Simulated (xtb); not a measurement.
B(Br)2(Me) (CH₃BBr₂), SMILES BrB(Br)C. All values are semi-empirical tight-binding results from xtb (GFN2-xTB unless named), good for trends rather than for accurate numbers. The structure is a stationary point at GFN2-xTB.

The geometry has at least one imaginary mode, so it is a saddle point at that level.

Computed properties:
```json
{
 "orbital_gap": "3.97 eV",
 "static polarisability (D4 model)": "65.4 bohr³",
 "solvation energy, GFN2-xTB/ALPB(water)": "-1.4 kcal/mol",
 "solvation energy, GFN2-xTB/ALPB(dmso)": "-7.2 kcal/mol"
}
```
